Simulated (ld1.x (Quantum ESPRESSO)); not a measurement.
Scattering properties, ultrasoft potential for ruthenium (Ru)

| Item | Value |
| --- | --- |
| Element | ruthenium |
| Generator | ld1.x (Quantum ESPRESSO) 7.5 |
| Type | ultrasoft |
| Functional | LDA (PZ) |
| Relativity | scalar-relativistic |
| Frozen core | [Kr] |
| Valence charge | 8 |
| Reference configuration | 4d7 5s1 5p0 |
| Partial waves | 5s (bound): rcut 2.65, rcutus 2.85 bohr; 5s channel at 3.95 Ry: rcut 2.65, rcutus 2.85 bohr; 5p (bound, empty): rcut 3.55, rcutus 4.25 bohr; 5p channel at 0.6 Ry: rcut 3.55, rcutus 4.25 bohr; 4d (bound): rcut 1.00, rcutus 1.25 bohr; 4d channel at 0.35 Ry: rcut 1.00, rcutus 1.25 bohr |
| Local potential | all-electron potential smoothed inside 1.75 bohr (lloc = -1) |
| Core correction | Bessel-smoothed model core inside 0.65 bohr |
| Augmentation charge | PSQ, inside the norm-conserving radii |

The phase is arctan(r·u′/u) with u = r·R(r), unwrapped; energies in Ry, scanned from -2 to 5 Ry. A pole is an energy at which the radial function vanishes at the test radius. The pseudo phase is shifted by a multiple of π to meet the all-electron one at the reference energy, and phase errors are pseudo minus all-electron; the curves can meet again beyond the range given. Levels narrower than the energy grid can be missing from the lists of poles.

```json
{"channel": "s", "radius (bohr)": "4.58", "reference energy (Ry)": "-0.33", "poles, all-electron": "-0.12, 2.18", "poles, pseudo": "-0.12, 2.18", "unbroken range about the reference energy with phases within 0.05 rad": "the whole range", "phase error 1 Ry above the reference energy (rad)": "-0.005"}
{"channel": "p", "radius (bohr)": "4.58", "reference energy (Ry)": "-0.08", "poles, all-electron": "0.38, 2.81", "poles, pseudo": "0.38, 0.83, 2.77", "unbroken range about the reference energy with phases within 0.05 rad": "below 0.8", "phase error 1 Ry above the reference energy (rad)": "-3.136"}
{"channel": "d", "radius (bohr)": "4.58", "reference energy (Ry)": "-0.40", "poles, all-electron": "-0.38, 1.33, 4.03", "poles, pseudo": "-0.38, 1.33, 4.03", "unbroken range about the reference energy with phases within 0.05 rad": "the whole range", "phase error 1 Ry above the reference energy (rad)": "-0.000"}
```

Note: ghost state, extra bound levels that the all-electron valence spectrum of the same l lacks: s at -77.9 eV. A true bound ghost makes a file unfit for plane-wave use.

Phases in the p channel:

| E (Ry) | all-electron | pseudo |
| --- | --- | --- |
| -2.00 | 1.409 | 1.409 |
| -1.52 | 1.382 | 1.381 |
| -1.04 | 1.333 | 1.332 |
| -0.56 | 1.203 | 1.203 |
| -0.08 | -0.383 | -0.383 |
| 0.40 | -1.581 | -1.581 |
| 0.88 | -1.797 | -4.932 |
| 1.36 | -2.717 | -5.804 |
| 1.84 | -4.448 | -7.586 |
| 2.32 | -4.635 | -7.779 |
| 2.80 | -4.711 | -7.858 |
| 3.28 | -4.770 | -7.921 |
| 3.76 | -4.850 | -8.014 |
| 4.24 | -5.098 | -8.343 |
| 4.72 | -7.283 | -10.495 |
